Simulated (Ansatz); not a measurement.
The multiplicity is imposed and other spin states were not computed.

Cartesian coordinates (Å):
```xyz
5

Au     0.0507    -0.0590    -0.0580
O     -0.6655     1.5425     1.3851
H     -1.0670     1.1008     2.1594
H     -1.4064     2.0239     0.9666
H      0.5299    -1.1586    -1.0452
```
Charge 0, multiplicity 1.

The numbers are results of frozen-core CCSD(T)/def2-TZVPP // PBE-D3(BJ)/def2-SVP (Ansatz, a first-principles code), not measurements.

```
Quantity                       Result
----------------------  -------------
HF energy               -211.43328 Ha
MP2 correlation energy    -0.90791 Ha
```

**Question.** Estimate the CCSD correlation energy, the (T) correction, the total energy and the T1 diagnostic.

**Answer.** 
```
Quantity                         Value
-----------------------  -------------
CCSD correlation energy    -0.87157 Ha
(T) correction             -0.03055 Ha
CCSD(T) total energy     -212.33540 Ha
T1 diagnostic                    0.017
```
